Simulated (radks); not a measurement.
Question: The samarium ion Sm2.75+, 59.25 electrons, occupied as [Kr] 4d10 4f(up 3, down 3) 5s2 5p(up 2.75, down 2.5) (fractional occupations, a model configuration). All-electron calculation, scalar-relativistic Kohn-Sham, r2SCAN, spin-polarised, spherical densities, finite nucleus; meta-GGA in the generalised Kohn-Sham scheme; Fermi nuclear charge, rms radius 5.0819 fm. Program: a radial shooting solver on a logarithmic mesh with Libxc functionals. Some entries of the table are withheld. Estimate them.

orbital,occ.,eigenvalue (eV),<r^2> (bohr^2)
1s up,1,-46769.00,0.0007051
1s down,1,-46768.97,0.0007051
2s up,1,-7682.901,0.01111
2s down,1,-7682.896,0.01111
2p up,3,-6852.730,0.008920
2p down,3,-6852.712,0.008920
3s up,1,-1708.975,0.07402
3s down,1,-1708.967,0.07402
3p up,3,-1448.039,0.07419
3p down,3,-1448.026,0.07419
3d up,5,-1094.889,0.06274
3d down,5,-1094.874,0.06274
4s up,1,-361.7429,0.3790
4s down,1,-361.7134,0.3790
4p up,3,-275.5836,0.4280
4p down,3,-275.5561,0.4279
4d up,5,-154.2478,0.5233
4d down,5,-154.2111,0.5230
5s up,1,-67.5502,(1)
5s down,1,-67.2352,(2)
5p up,2.75,(3),2.924
5p down,2.5,(4),2.930
4f up,3,-25.0384,1.210
4f down,3,-24.9404,1.206

Answer: 
(1) 5s up <r^2> (bohr^2): 2.203
(2) 5s down <r^2> (bohr^2): 2.203
(3) 5p up eigenvalue (eV): -46.5470
(4) 5p down eigenvalue (eV): -46.2474
